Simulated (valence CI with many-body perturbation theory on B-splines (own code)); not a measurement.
# Tl40+: E2, M1 decay

Method: valence CI with perturbative core correlation (CI+MBPT): five valence electrons over a frozen Dirac-Fock core [Kr], a basis of 7 s, 7 p, 8 d, 6 f, 4 g, 1 h functions for each j, with the one-electron correlation potential Σ1 (screened to all orders), the two-electron term Σ2, the three-electron term Σ3, Breit, model QED; selected single and double excitations, second order for the rest (own B-spline code, finite nucleus).

No measured spectrum was set against this ion. As an estimate, large intervals hold to a few tenths of a per cent, small ones and those within an open d or f shell to about a per cent. Only levels of the ground parity were solved; by the run's estimate the other parity begins above the list, which can be wrong where configurations are misplaced.

Lines 51 to 100 of 120 in falling wavelength, among levels below 1003400 cm⁻¹, chosen from the decays that carry over 1 % of a level's rate. Wavelengths and rates use the calculated energies. Electric multipoles are in the length gauge, E1 and E2 with the static RPA response of the core. S is in atomic units (e²a₀⁴ for E2 and M2, e²a₀⁶ for E3), for M1 in squared Bohr magnetons. Weak lines are less certain than strong ones. Lines between different terms over intervals too small for the method are left out, as are lines whose strength nearly cancels. The highest levels of a list are the least certain.

Levels are named by their leading jj configuration (3d3/2^4 stands for four electrons in 3d with j = 3/2), which in mixed levels can hold well under half, so a name can repeat and another be missing. Letters in brackets count levels of one name in rising energy.

```csv
λ vac (Å),Upper,Lower,Type,A (s⁻¹),S (a.u.)
436.6,(4d3/2 4d5/2^4) J=7/2 [a],(4d3/2^2 4d5/2^3) J=5/2 [b],M1,8.40e+04,2.07e+00
435.5,(4d3/2^2 4d5/2^3) J=5/2 [c],(4d3/2^3 4d5/2^2) J=7/2 [b],M1,9.52e+04,1.75e+00
432.2,(4d3/2^2 4d5/2^3) J=1/2 [a],(4d3/2^3 4d5/2^2) J=3/2 [a],M1,2.17e+05,1.30e+00
432.2,(4d3/2 4d5/2^4) J=5/2 [a],(4d3/2^2 4d5/2^3) J=7/2 [a],M1,1.16e+05,2.08e+00
431.6,(4d3/2 4d5/2^4) J=9/2,(4d3/2^2 4d5/2^3) J=7/2 [b],M1,5.00e+04,1.49e+00
431.3,(4d3/2^2 4d5/2^3) J=13/2,(4d3/2^3 4d5/2^2) J=11/2,M1,3.64e+04,1.51e+00
427.6,(4d3/2^3 4d5/2^2) J=3/2 [a],(4d3/2^4 4d5/2) J=5/2,M1,2.49e+05,2.89e+00
422.1,(4d3/2^2 4d5/2^3) J=3/2 [b],(4d3/2^3 4d5/2^2) J=1/2,M1,2.01e+04,2.24e-01
419.5,(4d3/2 4d5/2^4) J=9/2,(4d3/2^2 4d5/2^3) J=9/2 [b],M1,1.47e+05,4.02e+00
419.2,(4d3/2 4d5/2^4) J=3/2 [a],(4d3/2^2 4d5/2^3) J=5/2 [b],M1,7.64e+04,8.35e-01
418.0,(4d3/2^2 4d5/2^3) J=3/2 [a],(4d3/2^3 4d5/2^2) J=3/2 [a],M1,2.23e+05,2.42e+00
417.5,(4d3/2 4d5/2^4) J=5/2 [b],(4d3/2^2 4d5/2^3) J=3/2 [b],M1,9.22e+04,1.49e+00
415.8,(4d3/2^2 4d5/2^3) J=7/2 [b],(4d3/2^3 4d5/2^2) J=5/2 [b],M1,4.99e+03,1.06e-01
413.5,(4d3/2 4d5/2^4) J=3/2 [a],(4d3/2^2 4d5/2^3) J=3/2 [a],M1,2.60e+05,2.73e+00
413.4,(4d3/2 4d5/2^4) J=5/2 [b],(4d3/2^2 4d5/2^3) J=5/2 [c],M1,2.00e+04,3.14e-01
412.3,(4d3/2^2 4d5/2^3) J=5/2 [b],(4d3/2^3 4d5/2^2) J=3/2 [a],M1,3.72e+04,5.79e-01
407.9,(4d3/2^2 4d5/2^3) J=9/2 [b],(4d3/2^3 4d5/2^2) J=9/2,M1,1.79e+05,4.50e+00
407.7,(4d3/2^2 4d5/2^3) J=5/2 [c],(4d3/2^3 4d5/2^2) J=5/2 [b],M1,7.62e+03,1.15e-01
407.0,(4d3/2 4d5/2^4) J=11/2,(4d3/2^2 4d5/2^3) J=13/2,M1,5.76e+04,1.73e+00
403.9,(4d3/2^2 4d5/2^3) J=3/2 [b],(4d3/2^3 4d5/2^2) J=5/2 [b],M1,6.10e+04,5.95e-01
403.7,(4d3/2^2 4d5/2^3) J=5/2 [b],(4d3/2^3 4d5/2^2) J=7/2 [a],M1,8.50e+04,1.24e+00
400.5,(4d3/2 4d5/2^4) J=3/2 [a],(4d3/2^2 4d5/2^3) J=1/2 [a],M1,1.94e+05,1.84e+00
397.1,(4d3/2^2 4d5/2^3) J=7/2 [b],(4d3/2^3 4d5/2^2) J=9/2,M1,5.13e+04,9.52e-01
396.9,(4d3/2 4d5/2^4) J=7/2 [a],(4d3/2^2 4d5/2^3) J=9/2 [a],M1,1.75e+05,3.24e+00
395.0,(4d3/2^3 4d5/2^2) J=9/2,(4d3/2^4 4d5/2) J=5/2,E2,5.70e+01,4.89e-03
392.2,(4d3/2^2 4d5/2^3) J=7/2 [c],(4d3/2^3 4d5/2^2) J=7/2 [b],M1,6.81e+04,1.22e+00
390.7,(4d3/2^2 4d5/2^3) J=7/2 [a],(4d3/2^3 4d5/2^2) J=5/2 [a],M1,6.48e+04,1.15e+00
389.4,(4d3/2^2 4d5/2^3) J=1/2 [b],(4d3/2^3 4d5/2^2) J=1/2,M1,1.07e+05,4.67e-01
383.6,(4d3/2^2 4d5/2^3) J=9/2 [b],(4d3/2^3 4d5/2^2) J=11/2,M1,5.95e+04,1.24e+00
382.4,(4d3/2 4d5/2^4) J=5/2 [a],(4d3/2^2 4d5/2^3) J=5/2 [a],M1,5.76e+05,7.17e+00
382.2,(4d3/2 4d5/2^4) J=11/2,(4d3/2^2 4d5/2^3) J=9/2 [a],M1,7.47e+04,1.86e+00
380.4,(4d3/2 4d5/2^4) J=7/2 [a],(4d3/2^2 4d5/2^3) J=7/2 [a],M1,1.50e+05,2.45e+00
378.1,(4d3/2^3 4d5/2^2) J=5/2 [b],(4d3/2^4 4d5/2) J=5/2,M1,3.48e+03,4.19e-02
378.1,(4d3/2^3 4d5/2^2) J=5/2 [b],(4d3/2^4 4d5/2) J=5/2,E2,3.06e+02,1.27e-02
374.7,(4d3/2 4d5/2^4) J=11/2,(4d3/2^2 4d5/2^3) J=11/2,M1,2.43e+05,5.69e+00
370.9,(4d3/2^2 4d5/2^3) J=9/2 [b],(4d3/2^3 4d5/2^2) J=7/2 [a],M1,5.01e+04,9.48e-01
369.6,(4d3/2^2 4d5/2^3) J=7/2 [c],(4d3/2^3 4d5/2^2) J=5/2 [b],M1,3.24e+04,4.86e-01
364.0,(4d3/2^2 4d5/2^3) J=3/2 [c],(4d3/2^3 4d5/2^2) J=3/2 [b],M1,4.30e+04,3.08e-01
363.4,(4d3/2^3 4d5/2^2) J=1/2,(4d3/2^4 4d5/2) J=5/2,E2,1.89e+02,2.14e-03
363.4,(4d3/2 4d5/2^4) J=5/2 [b],(4d3/2^2 4d5/2^3) J=5/2 [b],M1,1.19e+05,1.27e+00
362.5,(4d3/2^2 4d5/2^3) J=5/2 [c],(4d3/2^3 4d5/2^2) J=3/2 [a],M1,5.14e+04,5.44e-01
361.9,(4d3/2^2 4d5/2^3) J=7/2 [b],(4d3/2^3 4d5/2^2) J=7/2 [a],M1,3.69e+03,5.18e-02
359.4,(4d3/2^2 4d5/2^3) J=3/2 [b],(4d3/2^3 4d5/2^2) J=3/2 [a],M1,3.89e+04,2.68e-01
359.1,(4d3/2 4d5/2^4) J=5/2 [b],(4d3/2^2 4d5/2^3) J=3/2 [a],M1,3.36e+04,3.46e-01
357.0,(4d3/2^3 4d5/2^2) J=7/2 [b],(4d3/2^4 4d5/2) J=5/2,M1,5.80e+03,7.83e-02
355.8,(4d3/2^2 4d5/2^3) J=5/2 [c],(4d3/2^3 4d5/2^2) J=7/2 [a],M1,1.14e+05,1.14e+00
354.7,(4d3/2^2 4d5/2^3) J=7/2 [c],(4d3/2^3 4d5/2^2) J=9/2,M1,6.94e+04,9.19e-01
353.2,(4d3/2 4d5/2^4) J=9/2,(4d3/2^2 4d5/2^3) J=9/2 [a],M1,5.75e+03,9.39e-02
352.2,(4d3/2^2 4d5/2^3) J=9/2 [c],(4d3/2^3 4d5/2^2) J=7/2 [b],M1,7.25e+04,1.17e+00
349.1,(4d3/2^2 4d5/2^3) J=3/2 [a],(4d3/2^3 4d5/2^2) J=5/2 [a],M1,1.41e+05,8.89e-01
```
